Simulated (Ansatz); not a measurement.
Reaction (isomerisation): `N[Si]1(O)CC1` → `C[Si@H]1O[C@@H]1N`

Program: Ansatz. Geometries: PBE0-D4/def2-TZVP. ΔE: electronic, gas phase. CCSD(T)/CBS is the MP2 limit (def2-TZVPP, def2-QZVPP) plus CCSD(T) − MP2 in def2-TZVPP, frozen cores. Functionals use def2-TZVPP. HSE06 is defined as in plane-wave codes. One conformer a species, not always the lowest.

| species | HSE06-D4 energy (Eh) |
| --- | --- |
| `N[Si]1(O)CC1` | -499.66710 |
| `C[Si@H]1O[C@@H]1N` | -499.61576 |

Problem. Work out ΔE.

Solution. ΔE = (-499.61576) − (-499.66710) = 0.05134 Eh = +134.8 kJ/mol. CCSD(T)/CBS gives +143.7 kJ/mol.

Largest T1 diagnostic among the species: 0.013.

From r2SCAN to r2SCAN0 (25 % exact exchange), in def2-TZVPP and without D4, ΔE moves by +10.7 kJ/mol. Leaving LDA and LC-ωPBE aside and taking each functional with its dispersion term where it has one, the values, not all of them listed here, spread over 29.0 kJ/mol, from revPBE-D4 to BHLYP-D4. LDA lies +7.6 kJ/mol from PBE without D4.
